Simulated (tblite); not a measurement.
Species: C6H15GeN.
Atom-mapped SMILES: `[CH2:1]=[CH:2][CH2:3][Ge@H:4]([CH3:5])[N:6]([CH3:7])[CH3:8]` (hydrogens: H9, H10 on C1; H11 on C2; H12, H13 on C3; H14 on Ge4; H15, H16, H17 on C5; H18, H19, H20 on C7; H21, H22, H23 on C8)

Computed with GFN2-xTB (tblite), gas phase: L-BFGS steps from a force-field or distance-geometry start until the largest atomic force falls under 0.01 eV/Å.

Step 47: E = -688.2040 eV
```
atom  x, y, z in Å  |  force x, y, z in eV/Å
C1      2.5176   -0.9782    0.7450    0.002  -0.015  -0.021
C2      2.4354    0.0127   -0.1253   -0.010   0.012  -0.010
C3      1.5199    0.0312   -1.2953   -0.042   0.036  -0.021
Ge4    -0.2667    0.8069   -0.7961    0.026  -0.038  -0.016
C5     -0.1207    2.3879    0.3794    0.004   0.008   0.004
N6     -1.1348   -0.5076    0.1608    0.003   0.003   0.001
C7     -2.2252   -0.1675    1.0467   -0.009  -0.016   0.009
C8     -1.3161   -1.8158   -0.4276   -0.011   0.001   0.004
H9      3.1859   -0.9437    1.5884   -0.008  -0.002   0.005
H10     1.9208   -1.8678    0.6353    0.000  -0.038   0.006
H11     3.0414    0.8994    0.0109   -0.008   0.032   0.002
H12     1.9399    0.6301   -2.1030    0.010   0.006   0.007
H13     1.3550   -0.9763   -1.6771    0.049   0.015   0.027
H14    -1.0044    1.1920   -2.0977    0.000   0.003  -0.011
H15     0.3661    2.0984    1.3066    0.000   0.012   0.014
H16     0.4742    3.1639   -0.0926    0.020  -0.017  -0.016
H17    -1.0933    2.8110    0.6131    0.007   0.012  -0.006
H18    -2.0468    0.8113    1.4844   -0.002  -0.003   0.014
H19    -3.1971   -0.1517    0.5369   -0.015  -0.004  -0.030
H20    -2.2850   -0.9018    1.8547    0.012  -0.023   0.014
H21    -0.4694   -2.0464   -1.0704   -0.003  -0.015  -0.002
H22    -2.2330   -1.8880   -1.0277   -0.021   0.015   0.017
H23    -1.3685   -2.5729    0.3607   -0.005   0.016   0.011
```

Step 48: E = -688.2046 eV
```
atom  x, y, z in Å  |  force x, y, z in eV/Å
C1      2.5198   -0.9796    0.7432   -0.009  -0.012  -0.005
C2      2.4346    0.0134   -0.1244   -0.017   0.012  -0.008
C3      1.5204    0.0308   -1.2950   -0.047   0.034  -0.030
Ge4    -0.2674    0.8080   -0.7961    0.055  -0.045  -0.049
C5     -0.1198    2.3879    0.3781    0.004   0.021   0.017
N6     -1.1347   -0.5057    0.1598    0.005  -0.006  -0.005
C7     -2.2251   -0.1681    1.0465   -0.006  -0.020   0.010
C8     -1.3166   -1.8142   -0.4276   -0.021  -0.012   0.006
H9      3.1824   -0.9441    1.5907    0.010   0.003   0.005
H10     1.9266   -1.8711    0.6315   -0.004  -0.041  -0.004
H11     3.0354    0.9032    0.0137   -0.001   0.032   0.012
H12     1.9430    0.6277   -2.1030   -0.002   0.009   0.009
H13     1.3563   -0.9774   -1.6751    0.042   0.016   0.026
H14    -1.0043    1.1947   -2.0975   -0.001   0.002  -0.014
H15     0.3637    2.0968    1.3061    0.008   0.009   0.026
H16     0.4779    3.1633   -0.0910    0.025  -0.016  -0.023
H17    -1.0912    2.8137    0.6108   -0.005   0.014  -0.006
H18    -2.0520    0.8124    1.4819    0.005   0.002   0.015
H19    -3.1972   -0.1583    0.5370   -0.020  -0.006  -0.025
H20    -2.2791   -0.9016    1.8557    0.002  -0.020   0.017
H21    -0.4744   -2.0467   -1.0756   -0.001  -0.002   0.005
H22    -2.2376   -1.8879   -1.0214   -0.021   0.019   0.009
H23    -1.3652   -2.5703    0.3618    0.000   0.008   0.014
```

Step 49: E = -688.2053 eV
```
atom  x, y, z in Å  |  force x, y, z in eV/Å
C1      2.5221   -0.9811    0.7408   -0.022  -0.004   0.012
C2      2.4334    0.0146   -0.1235   -0.020   0.010   0.003
C3      1.5202    0.0312   -1.2950   -0.025   0.020  -0.026
Ge4    -0.2675    0.8087   -0.7970    0.061  -0.033  -0.063
C5     -0.1188    2.3881    0.3768    0.006   0.023   0.024
N6     -1.1347   -0.5037    0.1587    0.005  -0.013  -0.010
C7     -2.2253   -0.1693    1.0465   -0.002  -0.016   0.007
C8     -1.3177   -1.8126   -0.4274   -0.025  -0.022   0.007
H9      3.1786   -0.9447    1.5932    0.022   0.008  -0.007
H10     1.9328   -1.8753    0.6274   -0.002  -0.031  -0.017
H11     3.0290    0.9078    0.0167   -0.002   0.020   0.022
H12     1.9464    0.6258   -2.1028   -0.014   0.014   0.005
H13     1.3589   -0.9782   -1.6724    0.028   0.013   0.017
H14    -1.0036    1.1981   -2.0980   -0.001  -0.002  -0.016
H15     0.3615    2.0953    1.3058    0.012   0.009   0.031
H16     0.4823    3.1623   -0.0901    0.026  -0.016  -0.026
H17    -1.0891    2.8169    0.6080   -0.011   0.013  -0.008
H18    -2.0578    0.8131    1.4802    0.010  -0.002   0.011
H19    -3.1976   -0.1654    0.5367   -0.016  -0.009  -0.012
H20    -2.2727   -0.9024    1.8567   -0.011  -0.012   0.013
H21    -0.4800   -2.0477   -1.0808   -0.004   0.012   0.013
H22    -2.2429   -1.8875   -1.0142   -0.019   0.020   0.001
H23    -1.3621   -2.5670    0.3637    0.005  -0.004   0.017
```

Step 50: E = -688.2058 eV
```
atom  x, y, z in Å  |  force x, y, z in eV/Å
C1      2.5234   -0.9821    0.7388   -0.030   0.006   0.022
C2      2.4325    0.0161   -0.1229   -0.020   0.006   0.015
C3      1.5198    0.0327   -1.2954    0.013   0.002  -0.009
Ge4    -0.2667    0.8084   -0.7984    0.037  -0.007  -0.045
C5     -0.1177    2.3886    0.3759    0.008   0.012   0.019
N6     -1.1346   -0.5029    0.1583    0.004  -0.013  -0.011
C7     -2.2258   -0.1708    1.0467    0.006  -0.011  -0.003
C8     -1.3190   -1.8121   -0.4267   -0.023  -0.019   0.010
H9      3.1760   -0.9452    1.5946    0.025   0.011  -0.022
H10     1.9365   -1.8783    0.6245    0.004  -0.014  -0.026
H11     3.0255    0.9113    0.0185   -0.008   0.004   0.029
H12     1.9487    0.6262   -2.1023   -0.021   0.020  -0.005
H13     1.3622   -0.9778   -1.6706    0.014   0.005   0.003
H14    -1.0028    1.2006   -2.0987    0.000  -0.006  -0.017
H15     0.3605    2.0948    1.3058    0.011   0.012   0.027
H16     0.4860    3.1609   -0.0909    0.022  -0.017  -0.021
H17    -1.0876    2.8194    0.6055   -0.006   0.011  -0.011
H18    -2.0617    0.8120    1.4812    0.015  -0.004   0.006
H19    -3.1978   -0.1695    0.5358   -0.010  -0.012   0.002
H20    -2.2697   -0.9047    1.8566   -0.021  -0.006   0.008
H21    -0.4839   -2.0498   -1.0826   -0.004   0.021   0.015
H22    -2.2466   -1.8865   -1.0096   -0.020   0.016  -0.006
H23    -1.3619   -2.5644    0.3659    0.005  -0.018   0.020
```

Q: Estimate the geometry and energy of step 51. (The exact step hangs on the optimiser's Hessian estimate; all steps are aligned on step 50, rigid shifts and turns removed.)

A: E = -688.2063 eV, largest force 0.040 eV/Å
```
atom  x, y, z in Å  |  force x, y, z in eV/Å
C1      2.5236   -0.9827    0.7378   -0.031   0.012   0.022
C2      2.4314    0.0172   -0.1222   -0.013   0.005   0.022
C3      1.5196    0.0338   -1.2957    0.038  -0.012   0.004
Ge4    -0.2656    0.8079   -0.8002    0.004   0.016  -0.012
C5     -0.1167    2.3889    0.3755    0.009  -0.002   0.009
N6     -1.1344   -0.5027    0.1581    0.004  -0.007  -0.010
C7     -2.2261   -0.1720    1.0469    0.009   0.000  -0.006
C8     -1.3203   -1.8121   -0.4262   -0.014  -0.013   0.008
H9      3.1749   -0.9453    1.5949    0.022   0.010  -0.030
H10     1.9389   -1.8807    0.6221    0.011   0.004  -0.028
H11     3.0229    0.9138    0.0204   -0.017  -0.010   0.033
H12     1.9495    0.6269   -2.1020   -0.019   0.023  -0.011
H13     1.3646   -0.9773   -1.6691    0.006  -0.003  -0.010
H14    -1.0021    1.2023   -2.0995    0.000  -0.009  -0.018
H15     0.3602    2.0947    1.3063    0.006   0.015   0.017
H16     0.4890    3.1595   -0.0920    0.016  -0.018  -0.013
H17    -1.0867    2.8210    0.6035    0.004   0.008  -0.013
H18    -2.0638    0.8113    1.4819    0.014  -0.014  -0.003
H19    -3.1980   -0.1724    0.5348    0.001  -0.012   0.015
H20    -2.2680   -0.9062    1.8570   -0.026   0.001  -0.001
H21    -0.4864   -2.0507   -1.0836   -0.011   0.023   0.017
H22    -2.2496   -1.8850   -1.0065   -0.016   0.008  -0.007
H23    -1.3614   -2.5632    0.3676    0.002  -0.024   0.015
```

The energy changes by -0.0004 eV. The first-order estimate −F·Δx gives -0.0006 eV and the mean of the old and new forces, exact on a quadratic surface, -0.0004 eV. The step makes an angle of 68° with the force vector and moves no atom by more than 0.005 Å.

The cost below is that of the whole relaxation. Time: 4.0 s. Hardware: one thread of an Intel Xeon at 2.70 GHz, no GPU, on a shared host.
